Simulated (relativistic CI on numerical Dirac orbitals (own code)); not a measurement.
How well does a small relativistic CI reproduce Ce III?

Method of calculation: Dirac-Coulomb-Breit CI, KLI orbitals optimised for each configuration, model QED (radiative potential, 1s self-energy scaled to tabulated hydrogen-like ionisation energies), valence Slater integrals scaled by 0.85, configuration energies shifted to the measured levels that pair with them (semi-empirical) (own radial code, finite nucleus).

CI space (outside the closed core [Xe]): 4f², 4f5d, 4f6s, 5d², 4f6p, 5d6s, 4f6d, 4f7s, 4f5f, 6s², 5d6p, 4f7p, 5d5f, 6s6p, 4f7d, 4f5g, 4f6f, 5f², 5d5g, 4f7f, 5g², 6p², 5f6s. Levels of other configurations are missing.

| Configuration | Term (tabulated) | J | Measured (cm⁻¹) | Computed | Error | Purity (%) |
| --- | --- | --- | --- | --- | --- | --- |
| 4f² | 3H | 4 | 0.0 | 0 | 0 | 96 |
| 4f² | 3H | 5 | 1528.3 | 1392 | -137 | 99 |
| 4f² | 3H | 6 | 3127.1 | 2859 | -268 | 99 |
| 4f5d | 1G° | 4 | 3276.7 | 2024 | -1252 | 76 |
| 4f² | 3F | 2 | 3762.8 | 4147 | 384 | 96 |
| 4f5d | 3F° | 2 | 3821.5 | 2990 | -831 | 92 |
| 4f² | 3F | 3 | 4764.8 | 5034 | 269 | 98 |
| 4f5d | 3F° | 3 | 5502.4 | 4155 | -1348 | 99 |
| 4f5d | 1D° | 2 | 6571.4 | 6958 | 386 | 84 |
| 4f5d | 3F° | 4 | 7150.1 | 5647 | -1503 | 90 |
| 4f5d | 3G° | 4 | 7836.7 | 7612 | -225 | 99 |
| 4f5d | 3D° | 1 | 8922.0 | 9188 | 266 | 98 |
| 4f5d | 3G° | 5 | 9325.5 | 8987 | -339 | 99 |
| 4f5d | 3D° | 2 | 9900.5 | 10126 | 225 | 94 |
| 4f5d | 3P° | 0 | 11577.2 | 11882 | 305 | 100 |
| 4f5d | 3P° | 1 | 11612.7 | 11980 | 367 | 96 |
| 4f² | 1D | 2 | 12835.1 | 14298 | 1463 | 89 |
| 4f² | 3P | 0 | 16072.0 | 17990 | 1918 | 92 |
| 4f5d | 1H° | 5 | 16152.3 | 16947 | 795 | 98 |
| 4f² | 3P | 1 | 16523.7 | 18406 | 1882 | 93 |
| 4f² | 3P | 2 | 17317.5 | 19112 | 1794 | 88 |
| 4f² | 1I | 6 | 17420.6 | 19102 | 1681 | 100 |
| 4f6s | (5/2,1/2)° | 2 | 19236.2 | 19236 | 0 | 100 |
| 4f² | 1S | 0 | 32838.6 | 34580 | 1741 | 76 |
| 5d² | 3F | 2 | 40440.2 | 39631 | -809 | 95 |
| 5d² | 3F | 3 | 41938.5 | 40837 | -1102 | 97 |
| 5d² | 3F | 4 | 43517.5 | 42184 | -1334 | 96 |
| 5d² | 1D | 2 | 46889.8 | 46667 | -223 | 74 |
| 5d² | 3P | 0 | 48076.0 | 48928 | 852 | 92 |
| 4f6p | (5/2,1/2) † | 3 | 48267.0 | 48771 | 504 | 48 |
| 4f6p | (5/2,1/2) † | 2 | 48404.9 | 48590 | 185 | 55 |
| 5d² | 3P | 1 | 48674.1 | 49337 | 663 | 92 |
| 5d² | 3P | 2 | 50043.8 | 50263 | 219 | 83 |
| 4f6p | (7/2,1/2) | 3 | 50375.0 | 50375 | 0 | 46 |
| 4f6p | (5/2,3/2) † | 3 | 51262.2 | 51294 | 31 | 47 |
| 4f6p | (5/2,3/2) † | 2 | 51640.7 | 51121 | -519 | 46 |
| 4f6p | (5/2,3/2) † | 1 | 51932.3 | 51087 | -845 | 85 |
| 4f6p | (7/2,3/2) | 3 | 53616.0 | 53033 | -583 | 42 |
| 4f6p | (7/2,3/2) † | 5 | 54193.8 | 54295 | 102 | 100 |
| 4f6p | (7/2,3/2) † | 2 | 54556.5 | 53824 | -732 | 61 |
| 5d6s | 3D | 1 | 63335.4 | 63373 | 37 | 84 |
| 5d6s | 3D | 2 | 64010.7 | 63972 | -38 | 83 |
| 5d6s | 3D | 3 | 65550.7 | 65236 | -315 | 86 |
| 5d² | 1S | 0 | 67730.3 | 70339 | 2609 | 72 |
| 5d6s | 1D | 2 | 70433.1 | 70806 | 372 | 82 |
| 4f7s | (5/2,1/2)° | 2 | 89596.4 | 89596 | 0 | 85 |

Measured levels from Martin, Zalubas and Hagan, Atomic Energy Levels: The Rare-Earth Elements, NSRDS-NBS 60 (1978); pairs were made by configuration, J and term (by order where the table uses no LS term), so strongly mixed levels may be paired wrongly.

Mean error by configuration (cm⁻¹): 4f² 1073; 4f5d -263; 4f6s 0; 5d² 109; 4f6p -292; 5d6s 14; 4f7s 0. Over the excited levels the mean absolute error is 751 cm⁻¹ (45 of the 64 excited levels that our extract of the source holds in range could be paired, and the others can miss by more), and the median relative error of those above 1,000 cm⁻¹ is 3.1 %, both after the shifts were fitted to these levels, so that a configuration with one level shows no error. Some levels of the ground configuration have no partner. † marks terms whose computed intervals miss the measured ones by more than a factor of 2.5, or configurations far off the rest, from wrong mixing, a near crossing or a doubtful label or measurement; they are left out of the means.

Configurations whose levels could be paired with our table of measured levels were shifted onto them, all but the ground configuration, by the median error of their levels; single terms can still be off by 1,000 to 2,000 cm⁻¹ or more, and rates follow the energies as ν³ (E1, M1) or ν⁵ (E2). The others borrow a shift and can be off by several thousand cm⁻¹ or more. The fine structure of a lone outer electron comes out too small, for d and f at times inverted, and misplaced configurations move strength between like terms. 45 of the 64 excited levels that our extract of the measured tables holds in this range could be paired (the sources list more); they are missed by 699 cm⁻¹ on average and 2609 at most, after the shifts were fitted to these levels, and levels without a partner can miss by more. Some levels of the ground configuration have no partner and can miss by 10 % or more.

Shifts applied (cm⁻¹): 4f² 0; 4f5d 4822; 4f6s 3410; 5d² 7580; 4f6p 4911; 5d6s 5179; 4f7s 6136.
